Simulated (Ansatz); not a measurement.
## Several solutions for quintet Cr(2+)

A single Cr atom.

Basis set: def2-SVP (spherical functions). Charge 2, multiplicity 5.

PBE0 (unrestricted) was run from several starts with Ansatz (development build ahead of 0.2.0).

```json
{"run": "A", "program": "Ansatz", "start": "atomic start, no search", "converged": "yes", "energy (hartree)": "-1043.20445", "<S²>": "6.00"}
{"run": "B", "program": "Ansatz", "start": "stability test followed", "converged": "yes", "energy (hartree)": "-1043.20510", "<S²>": "6.00"}
{"run": "C", "program": "Ansatz", "start": "search for the lowest state", "converged": "yes", "energy (hartree)": "-1043.20510", "<S²>": "6.00"}
```

Task: Which runs reached the lowest solution of this kind, and what is wrong with the others?

Result: B, C reached the lowest solution found. Converged but too high: A by 0.02 eV. Convergence only shows a stationary point, and even a stable one can lie too high; stability tests and further starts are what find lower ones.
